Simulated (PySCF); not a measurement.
Chain-length series, n-germane methyl/methyl (end groups after the name). Isolated molecules, 0 K electronic values unless said otherwise. One relaxed conformer stands for each flexible species; it need not be the lowest. Strings in code marks are SMILES. All members: neutral, multiplicity 1. Level: TPSSh-D3(BJ)/def2-TZVP // PBE0-D3(BJ)/def2-SVP (PySCF), beside PBE-D3(BJ)/def2-TZVP // PBE0-D3(BJ)/def2-SVP (PySCF) at the same geometries. Delta-SCF ions had no search for a lower state.  The removal energy is E(N − 1 electrons) − E(N electrons) at the parent's geometry.

| species | vertical ionisation energy (Delta-SCF), PBE (eV) | vertical ionisation energy (Delta-SCF), TPSSh-D3(BJ) (eV) |
|---|---|---|
| `[CH3][GeH2][GeH2][GeH2][GeH2][GeH2][GeH2][CH3]` | 7.84 | 8.02 |
| `[CH3][GeH2][GeH2][GeH2][GeH2][GeH2][CH3]` | 8.07 | 8.24 |
| `[CH3][GeH2][GeH2][GeH2][GeH2][CH3]` | 8.36 | 8.51 |
| `[CH3][GeH2][GeH2][GeH2][CH3]` (C–Ge–Ge–Ge torsion 180°, Ge–Ge–Ge–C torsion 180°) | 8.77 | 8.90 |
| `[CH3][GeH2][GeH2][CH3]` (C–Ge–Ge–C torsion 179°) | 9.23 | withheld |
| `[CH3][GeH2][CH3]` | 10.36 | 10.44 |

Fit y = a + b·x, y being the vertical ionisation energy (Delta-SCF) at the first level, to the 5 complete rows by least squares, with x = the PBE value in eV. Give a, b and the rms residual, and predict the withheld value.

Means of the 5 rows: x̄ = 8.68, ȳ = 8.822 eV. Σ(x − x̄)² = 4.0106 and Σ(x − x̄)(y − ȳ) = 3.8538, so b = 0.961 and a = ȳ − b·x̄ = 0.481 eV. The rms residual is 0.005 eV. At x = 9.23 the line gives 9.35 eV. The run for `[CH3][GeH2][GeH2][CH3]` (C–Ge–Ge–C torsion 179°) gave 9.37 eV, so the line is off by 0.02 eV, more than twice the rms residual.

Codes: PySCF.
